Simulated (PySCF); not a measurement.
Species: C₄H₆ClN₃.
Cartesian coordinates in Å at the GFN2-xTB level; atoms count from 1:
```
atom  x, y, z in Å
C1    -2.2481   -0.7843    0.1134
C2    -0.9242   -0.1305    0.0028
N3     0.1859   -0.7467   -0.3827
N4     1.1292    0.1645   -0.3495
C5     2.4931   -0.1226   -0.6722
N6     0.7320    1.3543    0.0354
C7    -0.5671    1.2057    0.2667
Cl8   -1.5645    2.4752    0.7892
H9    -2.1608   -1.8282   -0.1715
H10   -2.9681   -0.2890   -0.5358
H11   -2.6132   -0.7152    1.1367
H12    3.0358   -0.4469    0.2182
H13    2.9549    0.7811   -1.0636
H14    2.5144   -0.9180   -1.4142
```

A PySCF run (density fitting, gas phase, GFN2-xTB geometry) gave HOMO -8.72 eV, LUMO -1.76 eV, dipole 1.69 D.

Question: Which of these levels was it?
A. PBE0/pcSseg-1
B. X3LYP/MINI
C. PBE0/def2-SVPD
D. wB97X-D/3-21G

Answer: B. It is X3LYP/MINI. All candidates on this geometry:

```json
{"level and settings": "PBE0/def2-SVPD", "kind": "global hybrid", "basis functions": "215", "SCF cycles": "14", "E (Eh)": "-779.5972", "HOMO (eV)": "-7.20", "LUMO (eV)": "-0.32", "dipole (D)": "1.74"}
{"level and settings": "X3LYP/MINI", "kind": "global hybrid", "basis functions": "50", "SCF cycles": "13", "E (Eh)": "-775.4739", "HOMO (eV)": "-8.72", "LUMO (eV)": "-1.76", "dipole (D)": "1.69"}
{"level and settings": "PBE0/pcSseg-1", "kind": "global hybrid", "basis functions": "173", "SCF cycles": "14", "E (Eh)": "-779.8893", "HOMO (eV)": "-7.17", "LUMO (eV)": "-0.17", "dipole (D)": "1.76"}
{"level and settings": "wB97X-D/3-21G", "kind": "range-separated hybrid", "basis functions": "88", "SCF cycles": "14", "E (Eh)": "-776.3323", "HOMO (eV)": "-9.00", "LUMO (eV)": "2.02", "dipole (D)": "2.10"}
```

The nearest other candidate, by the summed differences of HOMO and LUMO, is PBE0/def2-SVPD: its HOMO differs by +1.52 eV and its LUMO by +1.44 eV. wB97X-D ran without the empirical dispersion term, which would shift the total energy alone. Cycle counts include a coarse-grid stage where the run had one.
